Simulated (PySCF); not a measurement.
Calculation: PBE0-D4/def2-TZVP (PySCF). All species are isolated molecules in the gas phase. One relaxed conformer stands for a flexible species; it need not be the lowest. Delta-SCF ions had no search for a lower state. Excitations are Tamm–Dancoff values on a coarser integration grid. The basis has no diffuse functions, so Rydberg states are missing or too high.

Reference species (SMILES): `C([SiH2]Cl)C#N` (neutral, multiplicity 1).

```
Item                                       Value
--------------------------------------  --------
T1 excitation (TDA)                      6.15 eV
vertical ionisation energy (Delta-SCF)  11.04 eV
```

Changed species: `CN(C)[SiH2]Cl` (C–N–Si–Cl torsion 79°) (X = dimethylamino; the reference has X = cyanomethyl).

Q: What does the change do to the T1 excitation (TDA) and vertical ionisation energy (Delta-SCF)?

A: the T1 excitation (TDA) falls by 0.26 eV, to 5.89 eV; the vertical ionisation energy (Delta-SCF) falls by 2.23 eV, to 8.81 eV.
